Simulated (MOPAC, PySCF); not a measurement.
AlI3, SMILES `[I][Al]([I])[I]`, neutral singlet in the gas phase. 

Z-matrix (Å, degrees):
```
Al
I 1 2.4502
I 1 2.4502 2 120.00
I 1 2.4502 2 120.00 3 180.00
```
Charge 0, multiplicity 1.

All levels are single points at this geometry (PBE0-D3(BJ)/def2-TZVP); Pople sets use spherical d functions. Orbital energies aren't observables, and empty levels follow the basis.

ωB97X-D3(BJ)/def2-TZVP in PySCF gives dipole (D) = 0.00.

Question: Estimate the dipole (D) from each of these levels: PBE-D3(BJ)/def2-TZVP in PySCF; B3LYP/6-311+G** (LANL2DZ on I) in PySCF; B3LYP/LANL2DZ in PySCF; PBE/6-31G* (LANL2DZ on I) in PySCF; SVWN5/6-31G* (LANL2DZ on I) in PySCF; HF/6-31G* (LANL2DZ on I) in PySCF; PM6 in MOPAC; PM7 in MOPAC.

Answer: 
```json
[
 {"level": "PBE-D3(BJ)/def2-TZVP in PySCF", "dipole (D)": "0.00"},
 {"level": "B3LYP/6-311+G** (LANL2DZ on I) in PySCF", "dipole (D)": "0.00"},
 {"level": "B3LYP/LANL2DZ in PySCF", "dipole (D)": "0.00"},
 {"level": "PBE/6-31G* (LANL2DZ on I) in PySCF", "dipole (D)": "0.00"},
 {"level": "SVWN5/6-31G* (LANL2DZ on I) in PySCF", "dipole (D)": "0.00"},
 {"level": "HF/6-31G* (LANL2DZ on I) in PySCF", "dipole (D)": "0.00"},
 {"level": "PM6 in MOPAC", "dipole (D)": "0.00"},
 {"level": "PM7 in MOPAC", "dipole (D)": "0.00"}
]
```
